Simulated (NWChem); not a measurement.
System: ethylene carbonate (C$_{3}$H$_{4}$O$_{3}$); SMILES O=C1OCCO1

Input file for NWChem:

```
start job
memory heap 200 mb stack 900 mb global 1100 mb
geometry units angstroms noautoz
  O      0.000000     0.000000    -2.036517
  C     -0.000000    -0.000000    -0.841759
  O      0.095255    -1.114289    -0.061849
  C     -0.119252    -0.758257     1.309598
  C      0.119252     0.758257     1.309598
  O     -0.095255     1.114289    -0.061849
  H      0.584089    -1.314751     1.932046
  H     -1.144970    -1.023330     1.589230
  H     -0.584089     1.314751     1.932046
  H      1.144970     1.023330     1.589230
end
basis spherical
  * library def2-svp
end
dft
  xc b3lyp
  iterations 150
  mulliken
end
task dft energy
```

NWChem printed, in part:

```
             Northwest Computational Chemistry Package (NWChem) 7.3.0
             --------------------------------------------------------

 C2  symmetry detected

                             Geometry "geometry" -> ""
                             -------------------------

 Output coordinates in angstroms (scale by  1.889725989 to convert to a.u.)

  No.       Tag          Charge          X              Y              Z
 ---- ---------------- ---------- -------------- -------------- --------------
    1 O                    8.0000     0.00000000     0.00000000    -2.04576600
    2 C                    6.0000     0.00000000     0.00000000    -0.85100800
    3 O                    8.0000     0.08693987    -1.11496859    -0.07109800
    4 C                    6.0000    -0.12490520    -0.75734629     1.30034900
    5 C                    6.0000     0.12490520     0.75734629     1.30034900
    6 O                    8.0000    -0.08693987     1.11496859    -0.07109800
    7 H                    1.0000     0.57426484    -1.31907166     1.92279700
    8 H                    1.0000    -1.15257207    -1.01476017     1.57998100
    9 H                    1.0000    -0.57426484     1.31907166     1.92279700
   10 H                    1.0000     1.15257207     1.01476017     1.57998100

 Effective nuclear repulsion energy (a.u.)     245.6322675397

      Symmetry information
      --------------------

 Group name             C2
 Group number              4
 Group order               2
 No. of unique centers     6

                                 NWChem DFT Module
                                 -----------------

 Summary of "ao basis" -> "ao basis" (spherical)
 ------------------------------------------------------------------------------
       Tag                 Description            Shells   Functions and Types
 ---------------- ------------------------------  ------  ---------------------
 O                          def2-svp                 6       14   3s2p1d
 C                          def2-svp                 6       14   3s2p1d
 H                          def2-svp                 3        5   2s1p

      Symmetry analysis of basis
      --------------------------

        a          54
        b          50

            General Information
            -------------------
          SCF calculation type: DFT
          Wavefunction type:  closed shell.
          No. of atoms     :    10
          No. of electrons :    46
           Alpha electrons :    23
            Beta electrons :    23
          Charge           :     0
          Spin multiplicity:     1
          Use of symmetry is: on ; symmetry adaption is: on
          Maximum number of iterations: 150
          AO basis - number of functions:   104
                     number of shells:    48
          Convergence on energy requested:  1.00D-06
          Convergence on density requested:  1.00D-05
          Convergence on gradient requested:  5.00D-04

              XC Information
              --------------
                         B3LYP Method XC Potential
                     Hartree-Fock (Exact) Exchange  0.200
                        Slater Exchange Functional  0.800 local
                    Becke 1988 Exchange Functional  0.720 non-local
              Lee-Yang-Parr Correlation Functional  0.810
                  VWN I RPA Correlation Functional  0.190 local

             Grid Information
             ----------------
          Grid used for XC integration:  medium
          Radial quadrature: Mura-Knowles
          Angular quadrature: Lebedev.
          Tag              B.-S. Rad. Rad. Pts. Rad. Cut. Ang. Pts.
          ---              ---------- --------- --------- ---------
          O                   0.60       49          11.0       434
          C                   0.70       49           9.0       434
          H                   0.35       45           9.0       434
          Grid pruning is: on
          Number of quadrature shells:   286
          Spatial weights used:  Erf1

      Superposition of Atomic Density Guess
      -------------------------------------

 Sum of atomic energies:        -338.94500923

      Non-variational initial energy
      ------------------------------

 Total energy =    -342.104543
 1-e energy   =    -950.635387
 2-e energy   =     362.898576
 HOMO         =      -0.341677
 LUMO         =       0.095013

      Symmetry analysis of molecular orbitals - initial
      -------------------------------------------------

  Numbering of irreducible representations:

     1 a           2 b

  Orbital symmetries:

     1 a           2 a           3 b           4 a           5 b
     6 a           7 a           8 a           9 b          10 a
    11 b          12 a          13 b          14 a          15 b
    16 a          17 b          18 a          19 b          20 b
    21 b          22 a          23 a          24 b          25 a
    26 a          27 b          28 b          29 b          30 a
    31 a          32 b          33 a

     ---------------------------------------------
      Total Density - Mulliken Population Analysis
     ---------------------------------------------

    Atom       Charge   Shell Charges
 -----------   ------   -------------------------------------------------------
    1 O    8     8.76   1.99  1.13  0.66  3.10  1.86  0.01
    2 C    6     4.82   1.99  0.83  0.11  1.37  0.38  0.14
    3 O    8     8.57   1.99  1.09  0.69  2.92  1.86  0.01
    4 C    6     5.78   1.99  0.94  0.18  1.81  0.80  0.05
    5 C    6     5.78   1.99  0.94  0.18  1.81  0.80  0.05
    6 O    8     8.57   1.99  1.09  0.69  2.92  1.86  0.01
    7 H    1     0.93   0.70  0.21  0.02
    8 H    1     0.94   0.70  0.21  0.02
    9 H    1     0.93   0.70  0.21  0.02
   10 H    1     0.94   0.70  0.21  0.02

[...]
```

Level: B3LYP/def2-SVP. All runs use the structure optimised with B3LYP/6-31G* (spherical d).
